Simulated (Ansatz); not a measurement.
Ansatz (an electronic-structure program) input (CCSD(T)/cc-pCVTZ): A basis named .json is the Basis Set Exchange file of that set (core-valence sets with the plain set on hydrogen).

Ansatz 0.2 input:
```yaml
crystal:
  periodic: [false, false, false]
  atoms:
    - {symbol: Si, position_ang: [-0.01469801, -0.50408292, -0.01115471]}
    - {symbol: O, position_ang: [-0.14847962, 1.01906834, 0.01640263]}
    - {symbol: H, position_ang: [1.39360918, -1.09538579, 0.02494486]}
basis:
  gaussian:
    orbitals: cc-pCVTZ.json
magnetization: {spin_polarized: true, initial_magnetization: 1}
correlation: {method: ccsd_t, frozen_orbitals: {H: 0, O: 0, Si: 1}}
```

Output:

```
Functional definition: HF
integrals: 0.27 GiB planned
702 factors; integrals over basis functions are off by at most 1.1e-3 eV
mean field: 0.25 GiB planned
mean field evaluation 1: about -9910.2610 eV, gradient 3.3e1 eV
mean field evaluation 2: about -9910.2686 eV, gradient 3.3e1 eV
mean field evaluation 4: about -9914.9704 eV, gradient 2.7e0 eV
mean field evaluation 8: about -9915.0760 eV, gradient 3.4e-3 eV
mean field evaluation 16: about -9914.9560 eV, gradient 2.7e0 eV
mean field evaluation 32: about -9911.8533 eV, gradient 3.4e-1 eV
mean field evaluation 64: about -9914.6993 eV, gradient 1.3e0 eV
mean field evaluation 96: about -9914.5995 eV, gradient 2.5e0 eV
mean field evaluation 128: about -9911.8570 eV, gradient 1.7e-2 eV
mean field evaluation 160: about -9913.2010 eV, gradient 1.0e-3 eV
mean field evaluation 192: about -9912.3971 eV, gradient 6.2e-1 eV
mean field evaluation 224: about -9911.9589 eV, gradient 7.0e-4 eV
mean field evaluation 256: about -9909.9018 eV, gradient 7.7e0 eV
mean field evaluation 288: about -9913.1824 eV, gradient 4.0e-1 eV
mean field evaluation 320: about -9905.0572 eV, gradient 4.2e1 eV
mean field evaluation 352: about -9911.8090 eV, gradient 8.6e-2 eV
mean field evaluation 384: about -9912.4470 eV, gradient 1.8e-3 eV
mean field evaluation 416: about -9908.3975 eV, gradient 3.3e-2 eV
mean field evaluation 448: about -9915.0760 eV, gradient 1.1e-2 eV
mean field evaluation 480: about -9913.1925 eV, gradient 4.7e-1 eV
mean field evaluation 512: about -9915.0756 eV, gradient 8.4e-2 eV
mean field evaluation 544: about -9911.9589 eV, gradient 3.6e-4 eV
mean field evaluation 576: about -9915.0760 eV, gradient 1.9e-3 eV
mean field evaluation 608: about -9915.0760 eV, gradient 5.4e-3 eV
mean field evaluation 640: about -9913.2009 eV, gradient 3.3e-2 eV
mean field evaluation 672: about -9911.9589 eV, gradient 1.0e-4 eV
mean field -9915.07595380 eV, -364.3723206223 hartree, gradient 2.0e-6 eV, S^2 0.774879; 15 other end points of the search recorded, 0 dependent functions left out
determinant -9915.07595380 eV, -364.3723206223 hartree, with singles and doubles -9933.79784785 eV, -365.0603375386 hartree
determinant -9913.20099014 eV, -364.3034169786 hartree, with singles and doubles -9930.86250991 eV, -364.9524658588 hartree
determinant -9913.01532953 eV, -364.2965940772 hartree, with singles and doubles -9930.83300448 eV, -364.9513815543 hartree
determinant -9912.44702061 eV, -364.2757091094 hartree, with singles and doubles -9930.72836518 eV, -364.9475361310 hartree
determinant -9911.95890690 eV, -364.2577712615 hartree, with singles and doubles -9931.01443696 eV, -364.9580490747 hartree
determinant -9911.85702628 eV, -364.2540272178 hartree, with singles and doubles -9929.25861382 eV, -364.8935237646 hartree
determinant -9911.80906845 eV, -364.2522648000 hartree, with singles and doubles -9929.26313486 eV, -364.8936899099 hartree
1 core orbitals not correlated
reference -9915.07595380 eV, -364.3723206223 hartree; 11, 10 occupied and 104, 105 virtual orbitals, 702 factors
second order -18.48462415 eV of doubles, -0.00000000 eV of singles
coupled cluster: 0.85 GiB planned
cycle   1  -18.69589488 eV  change    -3.9e0 eV  update   2.4e-2
cycle   2  -18.74585613 eV  change   -5.0e-2 eV  update   5.9e-3
cycle   3  -18.74388173 eV  change    2.0e-3 eV  update   3.0e-3
cycle   4  -18.74464949 eV  change   -7.7e-4 eV  update   1.7e-3
cycle   5  -18.74495432 eV  change   -3.0e-4 eV  update   1.1e-3
cycle   6  -18.74581089 eV  change   -8.6e-4 eV  update   6.4e-4
cycle   7  -18.74572159 eV  change    8.9e-5 eV  update   2.9e-4
cycle   8  -18.74590336 eV  change   -1.8e-4 eV  update   1.3e-4
cycle   9  -18.74578523 eV  change    1.2e-4 eV  update   5.8e-5
cycle  10  -18.74577764 eV  change    7.6e-6 eV  update   2.2e-5
perturbative correction -0.57072378 eV, -0.0209737122 hartree
Total energy: -9934.39245522 eV, -365.0821889563 hartree
```
